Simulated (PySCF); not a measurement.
Isomers of C6H13FSSi.

All values: PBE0/pcSseg-1 (PySCF) at GFN2-xTB geometries, gas phase, one conformer each.

Problem. Rank by the lowest Hirshfeld charge on any atom, highest value first.
A. `[CH3:1][CH2:2][CH2:3]/[CH:4]=[C:5](\[SiH2:6][F:7])[S:8][CH3:9]` with C1–C2–C3–C4 -179°, C2–C3–C4–C5 -114°, C4–C5–Si6–F7 -53°, C4–C5–S8–C9 -3°
B. `[CH3:1][S:2]/[CH:3]=[C:4](\[CH3:5])[CH2:6][SiH2:7][CH2:8][F:9]` with C1–S2–C3–C4 169°, C3–C4–C6–Si7 94°, C4–C6–Si7–C8 -52°, C6–Si7–C8–F9 -58°
C. `[CH3:1][CH2:2][C@@:3]([CH3:4])([SiH3:5])[C:6](=[S:7])[CH2:8][F:9]` with C1–C2–C3–C4 59°, C2–C3–C6–S7 142°, C3–C6–C8–F9 -35°

Solution. C (-0.127 e), B (-0.153 e), A (-0.204 e).

Problem. Rank by the highest Hirshfeld charge on any atom, highest value first.
A. `[CH3:1][CH2:2][CH2:3]/[CH:4]=[C:5](\[SiH2:6][F:7])[S:8][CH3:9]` with C1–C2–C3–C4 -179°, C2–C3–C4–C5 -114°, C4–C5–Si6–F7 -53°, C4–C5–S8–C9 -3°
B. `[CH3:1][S:2]/[CH:3]=[C:4](\[CH3:5])[CH2:6][SiH2:7][CH2:8][F:9]` with C1–S2–C3–C4 169°, C3–C4–C6–Si7 94°, C4–C6–Si7–C8 -52°, C6–Si7–C8–F9 -58°
C. `[CH3:1][CH2:2][C@@:3]([CH3:4])([SiH3:5])[C:6](=[S:7])[CH2:8][F:9]` with C1–C2–C3–C4 59°, C2–C3–C6–S7 142°, C3–C6–C8–F9 -35°

Solution. A (+0.413 e), B (+0.342 e), C (+0.317 e).

Problem. Rank by HOMO–LUMO gap, highest first.
A. `[CH3:1][CH2:2][C@@:3]([CH3:4])([SiH3:5])[C:6](=[S:7])[CH2:8][F:9]` with C1–C2–C3–C4 59°, C2–C3–C6–S7 142°, C3–C6–C8–F9 -35°
B. `[CH3:1][S:2]/[CH:3]=[C:4](\[CH3:5])[CH2:6][SiH2:7][CH2:8][F:9]` with C1–S2–C3–C4 169°, C3–C4–C6–Si7 94°, C4–C6–Si7–C8 -52°, C6–Si7–C8–F9 -58°
C. `[CH3:1][CH2:2][CH2:3]/[CH:4]=[C:5](\[SiH2:6][F:7])[S:8][CH3:9]` with C1–C2–C3–C4 -179°, C2–C3–C4–C5 -114°, C4–C5–Si6–F7 -53°, C4–C5–S8–C9 -3°
D. `[CH3:1][CH2:2][C@@:3]1([F:4])[CH2:5][S:6][SiH2:7][C@H:8]1[CH3:9]` with C1–C2–C3–F4 -64°, C2–C3–C5–S6 71°, C3–C5–S6–Si7 33°, C5–S6–Si7–C8 -5°, S6–Si7–C8–C9 -150°

Solution. D (6.89 eV), B (5.94 eV), C (5.60 eV), A (4.24 eV).

All values together:

```
                    SMILES  μ (D)  HOMO (eV)  LUMO (eV)  lowest IAO charge (e)  highest IAO charge (e)  lowest Hirshfeld charge (e)  highest Hirshfeld charge (e)
       CCC/C=C(\[SiH2]F)SC   2.68      -6.18      -0.59             -0.540 (F)             +1.078 (Si)                   -0.204 (F)                   +0.413 (Si)
 CC[C@@](C)([SiH3])C(=S)CF   1.97      -6.43      -2.19             -0.416 (C)             +0.612 (Si)                   -0.127 (C)                   +0.317 (Si)
CC[C@@]1(F)CS[SiH2][C@H]1C   1.58      -6.90      -0.01             -0.420 (C)             +0.679 (Si)                   -0.119 (C)                   +0.320 (Si)
       CS/C=C(\C)C[SiH2]CF   0.75      -5.72       0.22             -0.530 (C)             +0.748 (Si)                   -0.153 (C)                   +0.342 (Si)
```

Conformers: `[CH3:1][CH2:2][CH2:3]/[CH:4]=[C:5](\[SiH2:6][F:7])[S:8][CH3:9]` with C1–C2–C3–C4 -179°, C2–C3–C4–C5 -114°, C4–C5–Si6–F7 -53°, C4–C5–S8–C9 -3°; `[CH3:1][CH2:2][C@@:3]([CH3:4])([SiH3:5])[C:6](=[S:7])[CH2:8][F:9]` with C1–C2–C3–C4 59°, C2–C3–C6–S7 142°, C3–C6–C8–F9 -35°; `[CH3:1][CH2:2][C@@:3]1([F:4])[CH2:5][S:6][SiH2:7][C@H:8]1[CH3:9]` with C1–C2–C3–F4 -64°, C2–C3–C5–S6 71°, C3–C5–S6–Si7 33°, C5–S6–Si7–C8 -5°, S6–Si7–C8–C9 -150°; `[CH3:1][S:2]/[CH:3]=[C:4](\[CH3:5])[CH2:6][SiH2:7][CH2:8][F:9]` with C1–S2–C3–C4 169°, C3–C4–C6–Si7 94°, C4–C6–Si7–C8 -52°, C6–Si7–C8–F9 -58°.
